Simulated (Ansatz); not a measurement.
Frontier orbitals of C₅H₅F₃, SMILES `FC1=C[C@@H](F)[C@H](F)C1`.

| atom | x (Å) | y (Å) | z (Å) |
| --- | --- | --- | --- |
| F1 | -1.606 | -1.987 | -0.656 |
| C2 | -0.828 | -0.944 | -0.410 |
| C3 | -0.591 | 0.057 | -1.248 |
| C4 | 0.303 | 1.044 | -0.590 |
| F5 | -0.384 | 2.222 | -0.303 |
| C6 | 0.744 | 0.372 | 0.721 |
| F7 | 2.060 | -0.037 | 0.594 |
| C8 | -0.152 | -0.848 | 0.912 |
| H9 | -0.997 | 0.165 | -2.243 |
| H10 | 1.179 | 1.327 | -1.180 |
| H11 | 0.696 | 1.087 | 1.545 |
| H12 | 0.453 | -1.730 | 1.136 |
| H13 | -0.877 | -0.727 | 1.722 |

The species carries charge 0 and has multiplicity 1. The structure was optimised at the PBE0-D4/def2-TZVP level. Basis def2-TZVPP, the Gaussian-basis code of Ansatz.

```
functional  HOMO (eV)  LUMO (eV)  gap (eV)
       PBE      -6.60      -1.17      5.43
    revPBE      -6.53      -1.06      5.47
      PBE0      -7.84      -0.14      7.70
     B3LYP      -7.63      -0.41      7.22
   r2SCAN0      -8.00       0.00      8.00
   LC-ωPBE     -10.55       2.20     12.75
   ωB97M-V     -10.08       2.01     12.09
```

Against PBE, PBE0 changes HOMO and LUMO by −1.24 and +1.03 eV, ωB97M-V by −3.47 and +3.18 eV. A gap of 5.44 eV thus becomes 12.08 eV for the same molecule, so an orbital gap means little without its functional. A positive LUMO is unbound and depends on the basis.

B3LYP here is the variant with VWN-RPA as its local correlation; programs differ in this. LC-ωPBE has ω = 0.4 bohr⁻¹.
